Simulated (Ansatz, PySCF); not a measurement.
Si(OH)3(SH) (H4O3SSi), SMILES S[Si](O)(O)O.

Coordinates come from a B3LYP-D3(BJ)/def2-SVP optimisation. One conformer was computed; it need not be the lowest.

Vertical ionisation energy (IE) and electron affinity (EA) in eV. Rows of orbital energies are one-electron estimates. Where ΔSCF, EOM or ADC give a negative EA the extra electron is unbound and the value depends on the basis.

```json
[
 {"level": "−ε(HOMO), −ε(LUMO), r2SCAN/def2-TZVP (PySCF)", "IE": "6.62", "EA": "0.14"},
 {"level": "−ε(HOMO), −ε(LUMO), PBE/def2-TZVP (PySCF)", "IE": "6.32", "EA": "0.63"},
 {"level": "ΔSCF, PBE0/def2-SVPD (Ansatz), final states of multiplicity 2 and 2", "IE": "10.04", "EA": "-0.82"},
 {"level": "ΔSCF, PBE/def2-SVPD (Ansatz), final states of multiplicity 2 and 2", "IE": "9.76", "EA": "-0.60"}
]
```

Question: What vertical singlet–triplet gap does ΔSCF give with PBE0/def2-SVPD (Ansatz, an electronic-structure program) and with PBE/def2-SVPD (Ansatz)? (The exact figures need the calculation; the answer reports its results.)

Answer: 5.82 and 5.59 eV (triplet above singlet where positive).
